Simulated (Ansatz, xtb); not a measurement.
**Relative energy of two isomers of C5H6ClN**

Structure I: `N#C[C@@H]1CC[C@H]1Cl`, a singlet. Structure II: `N#C[C@H]1C[C@@H](Cl)C1`, a singlet. Both are isolated molecules in the gas phase, relaxed with PBE-D3(BJ)/def2-SVP.

I (Å):

```yaml
atoms:
  - { symbol: C, position_ang: [-1.6459, -1.3934, -1.2968] }
  - { symbol: C, position_ang: [-0.6425, -0.5082, -0.7270] }
  - { symbol: C, position_ang: [0.3123, 0.2932, -1.6699] }
  - { symbol: C, position_ang: [1.4526, 0.0544, -0.6472] }
  - { symbol: C, position_ang: [0.6361, -1.1291, -0.0927] }
  - { symbol: Cl, position_ang: [0.6275, -1.4196, 1.6706] }
  - { symbol: N, position_ang: [-2.4274, -2.1206, -1.7808] }
  - { symbol: H, position_ang: [-1.1179, 0.1709, 0.0110] }
  - { symbol: H, position_ang: [0.0197, 1.3371, -1.8883] }
  - { symbol: H, position_ang: [0.4762, -0.2449, -2.6231] }
  - { symbol: H, position_ang: [1.5057, 0.8682, 0.1022] }
  - { symbol: H, position_ang: [2.4694, -0.1639, -1.0240] }
  - { symbol: H, position_ang: [0.8952, -2.0874, -0.5821] }
```

II (Å):

```yaml
atoms:
  - { symbol: C, position_ang: [-1.7582, 0.4032, -1.1326] }
  - { symbol: C, position_ang: [-0.5138, -0.3506, -1.1604] }
  - { symbol: C, position_ang: [0.7283, 0.2318, -0.4105] }
  - { symbol: C, position_ang: [1.0637, -1.2114, 0.0157] }
  - { symbol: C, position_ang: [-0.3942, -1.6267, -0.2651] }
  - { symbol: Cl, position_ang: [1.6996, -1.4657, 1.6706] }
  - { symbol: N, position_ang: [-2.7588, 1.0116, -1.0810] }
  - { symbol: H, position_ang: [-0.2623, -0.5851, -2.2156] }
  - { symbol: H, position_ang: [1.4756, 0.7925, -1.0030] }
  - { symbol: H, position_ang: [0.4143, 0.8350, 0.4623] }
  - { symbol: H, position_ang: [1.7777, -1.6968, -0.6775] }
  - { symbol: H, position_ang: [-0.5796, -2.6101, -0.7366] }
  - { symbol: H, position_ang: [-1.0124, -1.5271, 0.6472] }
```

**Question.** Estimate E(II) − E(I) at the level CCSD(T)/def2-SVP + ΔMP2/def2-TZVPP.

**Answer.** CCSD(T)/def2-SVP + ΔMP2/def2-TZVPP gives E(II) − E(I) = +0.002 eV, slightly favouring structure I, which is too small a margin to settle the true order.

The same difference at several levels:

```tsv
level	geometry	E(II) − E(I) (eV)	departure from the last row (eV)	job, with rough time for the two
GFN2-xTB	GFN2-xTB	+0.005	+0.003	optimisation, 0.2 s
HF/STO-3G	GFN2-xTB	−0.015	−0.017	single point, 0.54 s
r2SCAN-D4/def2-SVP	GFN2-xTB	−0.006	−0.008	single point, 6.9 s
PBE-D3(BJ)/def2-SVP	PBE-D3(BJ)/def2-SVP	+0.005	+0.003	optimisation, 41 s
HF/def2-SVP	PBE-D3(BJ)/def2-SVP	−0.015	−0.017	part of the CCSD(T) run
MP2/def2-SVP	PBE-D3(BJ)/def2-SVP	+0.016	+0.014	part of the CCSD(T) run
CCSD(T)/def2-SVP	PBE-D3(BJ)/def2-SVP	+0.010	+0.008	single point
CCSD(T)/def2-SVP + ΔMP2/def2-TZVPP	PBE-D3(BJ)/def2-SVP	+0.002		single point, 96 s
```

As drawn, both hold the same kinds of bond in the same numbers.

The largest departure from CCSD(T)/def2-SVP + ΔMP2/def2-TZVPP is that of HF/def2-SVP, 0.017 eV. The last row adds to CCSD(T) the change of the MP2 difference between the two basis sets, here −0.008 eV.

With thermal terms from frequencies at re-optimised GFN2-xTB minima (ideal gas, soft modes damped towards free rotors, one conformer each, 298.15 K, 1 atm): the zero-point term adds 0.000 eV; ΔH is 0.000 and ΔG +0.008 eV.

The correlated steps freeze 11 core orbitals. Run with Ansatz 0.2.0, xtb 6.7.1; the last row on 2 threads of Arm Neoverse V1 on a shared host.
